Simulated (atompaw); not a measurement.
## Scattering properties, PAW (atompaw) potential for Mo (Z = 42)

* Element: molybdenum
* Generator: atompaw 4.2.0.5
* Type: PAW
* Functional: LDA (PW92)
* Relativity: scalar-relativistic
* Frozen core: [Ar] 3d10
* Valence charge: 14
* Reference configuration: 4s2 4p6 4d5 5s1 5p0
* Partial waves: 4s (bound): rc 1.70 bohr; 5s (bound): rc 1.65 bohr; 4p (bound): rc 2.20 bohr; 5p (bound, empty): rc 2.50 bohr; 4d (bound): rc 1.65 bohr; 4d channel at 0.75 Ry: rc 1.65 bohr
* Local potential: troulliermartins scheme with l = 3 at 0.5 Ry, radius 1.95 bohr
* Core correction: smooth core density matched at 1.90 bohr
* Augmentation charge: besselshape compensation charge, radius 2.00 bohr; PAW radius 2.50 bohr; waves and projectors: custom rrkj gramschmidtortho

The phase is arctan(r·u′/u) with u = r·R(r), unwrapped; energies in Ry, scanned from -7 to 5 Ry. A pole is an energy at which the radial function vanishes at the test radius. The pseudo phase is shifted by a multiple of π to meet the all-electron one at the reference energy, and phase errors are pseudo minus all-electron; the curves can meet again beyond the range given. Levels narrower than the energy grid can be missing from the lists of poles.

```csv
channel,radius (bohr),reference energy (Ry),"poles, all-electron","poles, pseudo",unbroken range about the reference energy with phases within 0.05 rad,phase error 1 Ry above the reference energy (rad)
s,2.51,-0.32,"-4.68, 3.18","-4.68, 3.21",the whole range,+0.001
p,2.51,-0.09,"-2.70, 4.50","-2.70, 3.04",below 0.8,-0.070
d,2.51,-0.29,0.34,0.34,the whole range,+0.000
```

Phases in the s channel:

```csv
E (Ry),all-electron,pseudo
-7.00,1.402,1.402
-6.52,1.393,1.393
-6.04,1.381,1.381
-5.56,1.362,1.362
-5.08,1.309,1.309
-4.60,-1.662,-1.662
-4.12,-1.757,-1.757
-3.64,-1.788,-1.788
-3.16,-1.815,-1.815
-2.68,-1.846,-1.846
-2.20,-1.887,-1.887
-1.72,-1.946,-1.946
-1.24,-2.040,-2.040
-0.76,-2.216,-2.216
-0.28,-2.617,-2.617
0.20,-3.461,-3.461
0.68,-4.122,-4.121
1.16,-4.398,-4.397
1.64,-4.532,-4.530
2.12,-4.611,-4.609
2.60,-4.664,-4.662
3.08,-4.705,-4.702
3.56,-4.739,-4.736
4.04,-4.770,-4.766
4.52,-4.801,-4.795
5.00,-4.834,-4.825
```
